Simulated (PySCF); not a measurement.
Orbital picture of KTl⁺

UHF at R = 4.142 Å; K def2-SVPD, Tl def2-SVPD with ECP60; scalar-relativistic core potentials (PySCF 2.14). State: ²Σ⁺ (doublet), unpaired electrons σ ↑. Only the outer orbitals are listed, counted within each symmetry, core potentials removing the inner ones.

| spin | orbital | occ. | ε (eV) | on K (%) | main shells (%) |
| --- | --- | --- | --- | --- | --- |
| α | 1δ | 1 | -26.84 | 0 | 100 Tl d |
| α | 1δ | 1 | -26.84 | 0 | 100 Tl d |
| α | 4π | 1 | -26.68 | 0 | 100 Tl d |
| α | 4π | 1 | -26.68 | 0 | 100 Tl d |
| α | 8σ | 1 | -26.63 | 0 | 100 Tl d |
| α | 9σ | 1 | -16.57 | 2 | 98 Tl s |
| α | 10σ | 1 | -9.15 | 15 | 81 Tl p, 9 K s |
| α | 11σ | 0 | -3.20 | 94 | 84 K s, 9 K p |
| α | 5π | 0 | -3.05 | 26 | 72 Tl p, 25 K p |
| α | 5π | 0 | -3.05 | 26 | 72 Tl p, 25 K p |
| β | 1δ | 1 | -26.85 | 0 | 100 Tl d |
| β | 1δ | 1 | -26.85 | 0 | 100 Tl d |
| β | 4π | 1 | -26.59 | 0 | 100 Tl d |
| β | 4π | 1 | -26.59 | 0 | 100 Tl d |
| β | 8σ | 1 | -26.50 | 0 | 100 Tl d |
| β | 9σ | 1 | -15.34 | 0 | 99 Tl s |
| β | 10σ | 0 | -3.35 | 94 | 93 K s |
| β | 5π | 0 | -2.72 | 32 | 67 Tl p, 32 K p |
| β | 5π | 0 | -2.72 | 32 | 67 Tl p, 32 K p |

Task: Which are the highest filled and the lowest empty level, where do they sit, and how wide is the gap?

Result: Highest filled α 10σ at -9.15 eV (in %: 81 Tl p, 9 K s); lowest empty β 10σ at -3.35 eV (in %: 93 K s); the gap at UHF is 5.80 eV.

```json
{"bond order (Mayer)": "0.29", "⟨S²⟩": "0.760", "charge on K (Mulliken, basis-dependent)": "0.83", "charge on K (Löwdin, basis-dependent)": "0.72", "dipole moment (positive dipole points towards Tl; it is taken about the centre of mass and depends on that origin)": "-12.59 D", "polarisability along the bond": "149.9 bohr³", "polarisability across the bond": "66.6 bohr³"}
```

Spin–orbit coupling is left out, which matters for elements this heavy, above all for dissociation energies. The state is the lowest determinant that a PBE0 search found; another state may lie lower at other levels.
